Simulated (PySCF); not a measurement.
Compound: FeMe2, C2H6Fe (quintet state).
Bonds: Fe1–C2, Fe1–C6. Hydrogens: H3, H4, H5 on C2; H7, H8, H9 on C6.

A GFN2-xTB structure was refined with PBE0-D3(BJ)/def2-SVP geometry optimisation, gas phase (PySCF). Its GFN2-xTB values:

| coordinate | GFN2-xTB |
| --- | --- |
| Fe1–C2 | 2.128 Å |
| Fe1–C6 | 2.149 Å |
| C2–H3 | 1.103 Å |
| Fe1–C2–H3 | 119.0° |
| C2–Fe1–C6 | 107.6° |
| H3–C2–H4 | 110.0° |
| H7–C6–H8 | 111.2° |

Question: How do these coordinates change at the PBE0-D3(BJ)/def2-SVP level?

Answer: 
| coordinate | PBE0-D3(BJ)/def2-SVP (Å or °) | change |
| --- | --- | --- |
| Fe1–C6 | 2.035 | -0.114 |
| Fe1–C2 | 2.035 | -0.093 |
| C2–H3 | 1.105 | +0.002 |
| C2–Fe1–C6 | 178.8 | +71.2 |
| Fe1–C2–H3 | 112.1 | -6.9 |
| H7–C6–H8 | 106.5 | -4.7 |
| H3–C2–H4 | 106.8 | -3.2 |

The energy falls by 1.049 eV over 11 energy and gradient evaluations, the largest force component goes from 0.0487 to 3.7e-04 Eh/bohr, and the atoms move by 0.699 Å rms after alignment. The bond that changes most is Fe1–C6 (ends: iron bonded to 2 C; carbon bonded to Fe and 3 H), which shortens by 0.114 Å. Bonds longer at the end by more than 0.005 Å: 3 of 8; shorter: 4. Rotational constants go from 13054, 5041, 3813 to 79672, 3637, 3637 MHz.

The run used 89 basis functions and 222 SCF cycles in all.

Not checked by PBE0-D3(BJ)/def2-SVP frequencies. ⟨S²⟩ = 6.019 (exact for a quintet: 6.00).
